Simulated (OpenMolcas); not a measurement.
# Co2+: moving or changing the point charges

Co2+ among 6 point charges of -2 e arranged as an octahedron (Oh), 2.07 Å from the ion.

```yaml
Program: OpenMolcas 26.06
Method: CASSCF
Basis: ANO-RCC-VDZP [5s4p2d1f]
Scalar_Hamiltonian: DKH2, point nucleus
Active_space: 7 electrons in 5 orbitals (3d)
State_averaging: 2S+1 = 4 even, 10 roots; 2S+1 = 2 even, 40 roots
Spin-orbit_coupling: RASSI with atomic mean-field integrals over the reference wave functions
```

Runs around this geometry, states (labels of O, the rotations of Oh). Energies in cm-1 above the lowest state or level, χT in cm3 K/mol; under a threefold ground state the first gap can be a small split of the lowest multiplet, not the spin-orbit step; 10Dq and B are least-squares fits to the states below 45000 cm-1, weighted by degeneracy, with a free offset, and given where the rms deviation is under 5 % of |10Dq| (or 100 cm-1) and under 700 cm-1.

```csv
R (Å),q (e),Ground state,First state of that spin,10Dq,B (rms of fit),First gap with spin-orbit (degeneracies),χT at 300 K,First state of another spin
2.07,-1.6,4T1,4T2 3022,3301,1232 (153),"339.1 (2, 4)",4.014,2E 18420
2.07,-2,4T1,4T2 3800,4121,1231 (168),"350.1 (2, 4)",3.891,2E 17963
2.24,-2,4T1,4T2 2649,2899,1230 (137),"330.9 (2, 4)",4.092,2E 18650
```

Taking |10Dq| as R^-n, n = -ln(2899 / 4121) / ln(2.24 / 2.07) = 4.5 between the shortest and longest distance. The point-charge formula for a cubic d site gives n = 5.

Scaling the charges by -1.6 / -2 = 0.80 scales |10Dq| by 3301 / 4121 = 0.80; with fixed orbitals a first-order splitting would follow the charge.

An orbital triplet at a regular site is open to Jahn-Teller coupling, which can distort the site and quench the lowest spin-orbit gaps and is left out. Without dynamic correlation the repulsion within the d shell is too large (B by tens of per cent), so at a given field states of lower spin stand too high. Point charges carry no covalency, so the field is a model and not that of real ligands. No measured value stands beside these numbers.
